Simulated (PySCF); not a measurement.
Relaxed structures of CH4OSn, singlet (PBE0-D4/def2-TZVP; forces vanish, vibrations not checked; lower isomers may exist, and structures with a doubtful reference or unclear bonds are left out; Å). Computed with PySCF 2.14 with density fitting (its default auxiliary sets; JK sets also for MP2 and CCSD(T)) (basis: def2-TZVPP); correlated methods freeze the cores. Filled d shells of the heavier atoms are correlated. Core potentials replace the inner electrons of the atoms past krypton. The def2 sets are not built for correlating such inner shells, so the correlated values are less sure here.

Task: Rank them by CCSD(T) energy, lowest first, and give each one's height above the lowest. Links in brackets join atoms within 1.22 times the sum of their covalent radii (1.1 for two metals). (To be estimated.)
A.
CH₄OSn ([CH2]1[O][SnH2]1)
```
7
angstrom
C -0.8218 -0.4314 -0.6226
O -0.3613 -1.0715 0.4113
Sn 0.7746 0.8226 0.2769
H -0.5283 -0.7428 -1.6333
H -1.7866 0.0877 -0.5588
H 0.4328 1.3217 1.8818
H 2.3192 0.0768 0.2701
```
B.
CH₄OSn ([CH3][O][SnH])
```
7
angstrom
C -0.8987 -0.4702 -1.1747
O 0.2313 -0.6955 -0.3779
Sn 0.7072 0.4499 1.1640
H -0.5973 -0.3082 -2.2160
H -1.4897 0.4021 -0.8566
H -1.5562 -1.3470 -1.1501
H 2.1432 -0.5413 1.4932
```
C.
CH₄OSn ([OH][CH][SnH2])
```
7
angstrom
C -0.5275 -0.4891 0.4035
O -0.8658 -0.9604 1.5982
Sn 0.8666 1.0049 0.0591
H -1.7712 -1.2925 1.6101
H -1.2960 -0.6303 -0.3644
H 2.2311 0.7664 1.0789
H 1.3499 0.7018 -1.5671
```

Result: Computed: B (0.00 kcal/mol), A (36.41 kcal/mol), C (50.24 kcal/mol). Heights count from the lowest.

T1 diagnostic: at most 0.026. The T1 diagnostic is large here, which may signal multireference character or strong orbital relaxation, so CCSD(T) is less sure. The restricted Hartree–Fock reference is unstable towards an unrestricted one at one or more of these structures. A large double-excitation amplitude points to some diradical character; no triplet was computed.

For scale, one of the runs: CCSD(T)/def2-TZVPP, 168 basis functions, launched by `OMP_NUM_THREADS=2 python run.py`. Time: 4.1 min of wall clock on 2 CPU threads of an Intel Xeon; the host was shared. Peak host memory: 1.8 GiB.
